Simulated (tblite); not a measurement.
Species: C₃H₉BrSi.
Atom-mapped SMILES: `[SiH3:1][CH2:2][CH2:3][CH2:4][Br:5]` (hydrogens: H6, H7, H8 on Si1; H9, H10 on C2; H11, H12 on C3; H13, H14 on C4)

Computed with GFN2-xTB (tblite), gas phase: nudged elastic band of 9 images (0 to 8), spring 0.2 eV/Å², climbing image at the end, force threshold 0.05 eV/Å. No saddle search or frequency run followed, so the top image need not be a first-order saddle, and its height can exceed the method's true barrier by a kcal/mol or more.

The band describes a rotation about C2–C3 (sp3 carbon bound to silicon, chain CH2 carbon), followed by the dihedral Si1–C2–C3–C4, from the optimised start (180°) to a second optimised geometry at -66°.

**Question.** How does the energy change from image to image?

**Answer.** 
```csv
image,dihedral (°),E (kJ/mol),C2–C3 (Å),Si1···C4 (Å),largest true force (eV/Å)
0,180,0.00,1.525,4.23,0.01
1,-166,1.51,1.526,4.21,0.04
2,-152,5.05,1.530,4.16,0.04
3,-138,8.93,1.535,4.08,0.04
4,-123,11.12,1.538,3.97,0.04
5,-109,10.34,1.537,3.82,0.04
6,-95,7.15,1.534,3.66,0.05
7,-80,3.94,1.530,3.48,0.05
8,-66,2.07,1.528,3.36,0.01
```

Barriers of this band. The top is image 4 at -123°: 11.12 kJ/mol forward and 9.05 kJ/mol back; the end lies 2.07 kJ/mol above the start. The central bond is 0.013 Å longer at the top than at the start.

**Question.** What rate follows at 200 K for crossing this barrier forward?

**Answer.** Taking the electronic barrier for the free energy of activation (no zero-point or entropy terms, transmission 1), rate = (kT/h)·exp(−ΔE/kT) ≈ 5 × 10^9 s⁻¹, whose inverse is 2 × 10^-10 s. An error of 1 kcal/mol in the barrier changes this by a factor of 12, and the method and the loose band can each miss by that much or more.

**Question.** How would the two end points share their population at 200 K, from these energies alone?

**Answer.** exp(−ΔE/kT) with ΔE = 0.021 eV gives 0.3 for the higher one (end) against 1 for the lower, without vibrational, rotational or degeneracy terms. GFN2-xTB can put conformers this close in the wrong order.

**Question.** How long is the path, and how are the images spaced?

**Answer.** Cartesian distances between aligned neighbours (all atoms, Å): 0.64, 0.62, 0.62, 0.63, 0.63, 0.64, 0.68, 0.94; the sum is 5.40 Å, and the top lies 46 % of the way along.

What follows is the cost of the whole band run. The run took 2.3 s wall on Arm Neoverse V1, one thread, on a shared host.
